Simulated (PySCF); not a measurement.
## Simulated absorption spectrum

C₄H₆F₂OS₂.
InChI=1S/C4H6F2OS2/c5-3(6)7-4-8-1-2-9-4/h3-4H,1-2H2

Computed with PySCF, TDDFT CAM-B3LYP/def2-SVPD, vertical, gas phase, core orbitals frozen in the response. Geometry: PBE0-D3(BJ)/def2-SVP, one conformer, isolated molecule.

Computed states:

```
state  E (eV)       f
   S1    5.09  0.0043
   S2    5.53  0.0001
   S3    6.46  0.0050
   S4    6.52   0.011
   S5    6.82   0.033
   S6    6.93   0.011
```

Each state is given a Gaussian of 0.4 eV full width at half maximum, with ε(max) = 2.175×10⁸ f / Δν̃ (Δν̃ the width in cm⁻¹). The width is an assumption, not a result. The curve ends short of the highest state used, and states not computed would add to its high-energy end.

Problem. What does the envelope look like, and where are its maxima?

Solution. 
| E (eV) | ε (L mol⁻¹ cm⁻¹) |
| --- | --- |
| 4.49 | 1 |
| 4.56 | 2 |
| 4.62 | 6 |
| 4.68 | 15 |
| 4.75 | 38 |
| 4.81 | 72 |
| 4.87 | 122 |
| 4.94 | 192 |
| 5.00 | 248 |
| 5.06 | 283 |
| 5.13 | 281 |
| 5.19 | 245 |
| 5.25 | 189 |
| 5.32 | 120 |
| 5.38 | 72 |
| 5.44 | 40 |
| 5.51 | 19 |
| 5.57 | 11 |
| 5.63 | 7 |
| 5.70 | 4 |
| 5.76 | 2 |
| 5.82 | 2 |
| 5.89 | 3 |
| 5.95 | 7 |
| 6.01 | 19 |
| 6.08 | 55 |
| 6.14 | 121 |
| 6.20 | 237 |
| 6.27 | 449 |
| 6.33 | 690 |

Maxima: 243 nm (5.09 eV), ε about 290, made up of S1 (100%) (ε in L mol⁻¹ cm⁻¹; maxima over ε = 5, shares over 10%). At its high-energy end, 6.33 eV, the curve is still rising (ε about 690, from S3 and S4).

Problem. On this curve, what absorbance would a 10⁻⁵ mol/L sample give at 254 nm over a 1 cm path?

Solution. 254 nm is 4.881 eV, where ε is about 130 L mol⁻¹ cm⁻¹, so A = ε c l ≈ 0.0013 (Beer–Lambert, with the gas-phase spectrum and the assumed width).

Problem. What would ε be at 5.09 eV, the highest of these maxima, with half the width (0.2 eV)?

Solution. About 575 L mol⁻¹ cm⁻¹ against 288, a factor of about 2.00; a lone state at its own centre would give exactly 2.

Problem. Coming from long wavelengths, where does ε first pass 100 L mol⁻¹ cm⁻¹?

Solution. At about 256 nm (4.85 eV), 0.25 eV below S1.
